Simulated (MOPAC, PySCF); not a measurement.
C2H6Si, SMILES `[SiH](C)=C`, neutral singlet in the gas phase. 

Cartesian coordinates (Å):
SMILES: C=[SiH]C
```xyz
9

C     -1.5515    -0.4449     0.9747
Si    -0.2832     0.5551     0.4496
C      1.3000    -0.0489    -0.3156
H     -2.4543    -0.0370     1.4141
H     -1.5166    -1.5256     0.8958
H     -0.3791     2.0280     0.5797
H      1.3007    -1.1390    -0.3649
H      2.1645     0.2742     0.2693
H      1.4198     0.3455    -1.3276
```
Charge 0, multiplicity 1.

All levels are single points at this geometry (PBE0-D3(BJ)/def2-TZVP); Pople sets use spherical d functions. Orbital energies aren't observables, and empty levels follow the basis.

```csv
level,HOMO (eV),LUMO (eV),gap (eV),dipole (D),"vertical IE, Delta-SCF (eV)"
PBE-D3(BJ)/def2-TZVP in PySCF,-5.27,-1.50,3.77,1.60,8.38
PBE0-D3(BJ)/def2-TZVP in PySCF,-6.23,-0.65,5.58,1.71,8.25
ωB97X-D3(BJ)/def2-TZVP in PySCF,-8.50,1.37,9.87,1.83,8.31
B3LYP/LANL2DZ in PySCF,-6.07,-0.68,5.39,1.36,–
BP86/6-31G* in PySCF,-5.14,-1.19,3.95,1.31,–
PBE/6-31G* in PySCF,-5.05,-1.10,3.95,1.31,8.27
HF/3-21G in PySCF,-8.22,3.15,11.37,1.35,–
AM1 in MOPAC,-8.91,-0.22,8.69,0.35,–
PM7 in MOPAC,-9.26,-0.70,8.56,0.54,–
```
